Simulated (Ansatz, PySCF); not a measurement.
BeO, SMILES [Be]=[O]. Atoms are numbered in the order given.

```xyz
2

Be     0.0000     0.0000    -0.8776
O      0.0000     0.0000     0.4461
```

Coordinates come from a B3LYP-D3(BJ)/def2-TZVPD optimisation.

Two levels are set side by side: PBE-D3(BJ)/def2-TZVPD (Ansatz, an electronic-structure program) and B3LYP-D3(BJ)/def2-TZVPD (Ansatz). Each level has its own optimised geometry; the coordinates shown are those of the second. Frequencies come from the Hessian of PySCF at each geometry. Differences are taken from unrounded values.

```csv
quantity,B3LYP-D3(BJ)
bond Be1–O2 (Å),1.324
highest harmonic wavenumber (cm⁻¹),1536
mean harmonic wavenumber (cm⁻¹),1536
zero-point energy (kcal/mol),2.20
```

Q: What does PBE-D3(BJ) give, and how far is it from B3LYP-D3(BJ)? (Estimate from the structure and the level; the computed values follow.)

A: 
```
quantity                            PBE-D3(BJ)  PBE-D3(BJ) minus B3LYP-D3(BJ)
----------------------------------  ----------  -----------------------------
bond Be1–O2 (Å)                          1.343                          0.019
highest harmonic wavenumber (cm⁻¹)        1462                            -74
mean harmonic wavenumber (cm⁻¹)           1462                            -74
zero-point energy (kcal/mol)              2.09                          -0.11
```
